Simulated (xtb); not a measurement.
AlClH4O2SSi, SMILES [OH][Al]([OH])[S][SiH2]Cl. All values are semi-empirical tight-binding results from xtb (GFN2-xTB unless named), good for trends rather than for accurate numbers. Geometry optimised at GFN2-xTB. The structure was generated by enumeration; whether it is a known compound was not checked. One conformer was computed; it need not be the lowest.

Optimised geometry:

Bonds (Å): Si1–Cl2 2.147, Si1–S3 2.073, Si1–H7 1.455, Si1–H8 1.455, Cl2–Al4 2.271, S3–Al4 2.351, Al4–O5 1.640, Al4–O6 1.641, O5–H9 0.943, O6–H10 0.943. Bond angles (°): Cl2–Si1–S3 103.4, Cl2–Si1–H7 101.3, Cl2–Si1–H8 101.2, S3–Si1–H7 117.8, S3–Si1–H8 117.7, H7–Si1–H8 111.9, Si1–Cl2–Al4 82.7, Si1–S3–Al4 82.3, Cl2–Al4–S3 91.6, Cl2–Al4–O5 103.3, Cl2–Al4–O6 103.0, S3–Al4–O5 109.3, S3–Al4–O6 109.3, O5–Al4–O6 132.0, Al4–O5–H9 171.5, Al4–O6–H10 171.1.

For metal compounds this method's bond lengths and energies can be far off.

Computed properties:
```json
{
 "point_group_as_xtb_finds_it": "Cs",
 "orbital_gap": "4.11 eV",
 "zero_point_energy": "29.0 kcal/mol",
 "G − E(el) at 298.15 K (modified RRHO)": "6.7 kcal/mol"
}
```

**Question.** Give the atomic charges and the Wiberg bond orders between heavy atoms. (The exact figures need the calculation; the answer reports its results.)

**Answer.** charges (e) Si1 0.51, Cl2 -0.16, S3 -0.32, Al4 0.41, O5 -0.49, O6 -0.49, H7 -0.05, H8 -0.05, H9 0.31, H10 0.31. Bond orders Si1–Cl2 0.64, Si1–S3 1.32, Cl2–Al4 0.58, S3–Al4 0.69, Al4–O5 1.31, Al4–O6 1.31.
